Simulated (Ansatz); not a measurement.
## Molecular dynamics, step by step

SbH₄F (SMILES F.[SbH3]), singlet, PBE0-D4/def2-SVP (Ansatz 0.2.0). Settings (timestep in fs, temperature in K; T counts 12 degrees of freedom):

```yaml
hamiltonian: {xc: pbe0, dispersion: d4}
md: {n_steps: 60, timestep: 1.0, temperature: 1000, ensemble: nve, seed: 370, initial_velocities: maxwell_boltzmann}
```

Start (the SMILES describes the start alone):

| atom | x (Å) | y (Å) | z (Å) |
| --- | --- | --- | --- |
| F1 | -0.4843 | 0.5941 | -2.1404 |
| H2 | -0.0595 | 0.3763 | -1.3469 |
| Sb3 | 0.5027 | -0.4193 | 1.4745 |
| H4 | 1.2267 | 0.0153 | -0.0204 |
| H5 | -0.5901 | 0.8872 | 1.3583 |
| H6 | -0.5954 | -1.4537 | 0.6749 |

```csv
step,time (fs),potential energy less the start (meV),kinetic energy (meV),T (K)
0,0.00,0.0,517.0,1000
4,4.00,173.6,353.9,684
8,8.00,84.6,433.1,838
12,12.00,244.7,284.2,550
16,16.00,57.8,460.1,890
20,20.00,205.4,324.0,627
24,24.00,100.3,417.3,807
28,28.00,280.0,249.1,482
32,32.00,190.3,328.8,636
36,36.00,230.6,297.5,575
40,40.00,136.1,381.4,738
44,44.00,255.0,272.7,527
48,48.00,238.9,280.3,542
52,52.00,236.2,289.6,560
56,56.00,199.0,319.4,618
60,60.00,178.3,347.3,672
```

Step 4, positions (Å) and forces (eV/Å):

| atom | x | y | z | Fx | Fy | Fz |
| --- | --- | --- | --- | --- | --- | --- |
| F1 | -0.474 | 0.589 | -2.132 | 0.594 | -0.210 | 1.892 |
| H2 | -0.189 | 0.482 | -1.218 | -0.580 | 0.192 | -1.877 |
| Sb3 | 0.503 | -0.417 | 1.473 | -0.106 | -1.645 | 0.689 |
| H4 | 1.096 | -0.120 | -0.033 | 0.615 | 0.457 | -1.090 |
| H5 | -0.589 | 0.800 | 1.347 | -0.786 | 0.993 | -0.101 |
| H6 | -0.612 | -1.485 | 0.632 | 0.263 | 0.213 | 0.487 |

Step 28, positions (Å) and forces (eV/Å):

| atom | x | y | z | Fx | Fy | Fz |
| --- | --- | --- | --- | --- | --- | --- |
| F1 | -0.402 | 0.563 | -2.028 | -1.781 | 1.244 | 1.070 |
| H2 | -1.093 | 1.044 | -1.547 | 1.768 | -1.236 | -1.143 |
| Sb3 | 0.502 | -0.416 | 1.456 | 0.173 | 1.367 | -0.673 |
| H4 | 1.005 | -0.177 | -0.256 | -0.495 | -0.472 | 1.018 |
| H5 | -0.760 | 0.838 | 1.219 | 0.563 | -0.694 | 0.163 |
| H6 | -0.602 | -1.690 | 1.314 | -0.228 | -0.209 | -0.435 |

Step 52, positions (Å) and forces (eV/Å):

| atom | x | y | z | Fx | Fy | Fz |
| --- | --- | --- | --- | --- | --- | --- |
| F1 | -0.380 | 0.576 | -1.913 | -1.742 | 0.831 | -1.145 |
| H2 | -1.146 | 0.918 | -2.385 | 1.730 | -0.788 | 1.084 |
| Sb3 | 0.502 | -0.409 | 1.444 | -0.192 | -0.497 | 0.872 |
| H4 | 0.603 | -0.796 | -0.151 | 0.308 | 0.044 | -1.135 |
| H5 | -0.848 | 0.576 | 1.186 | -0.234 | 0.284 | -0.093 |
| H6 | -0.556 | -1.784 | 1.456 | 0.129 | 0.126 | 0.417 |

Last step (60):

```
6
angstrom
F -0.3819 0.5889 -1.8840
H -1.0127 0.7760 -2.5848
Sb 0.5016 -0.4094 1.4403
H 0.6076 -0.8394 -0.2859
H -0.9018 0.5627 1.0799
H -0.5109 -1.7784 1.7631
```

Hardware: 2 CPU threads of an Intel Xeon Platinum 8375C, shared host. Wall time about 77 s.
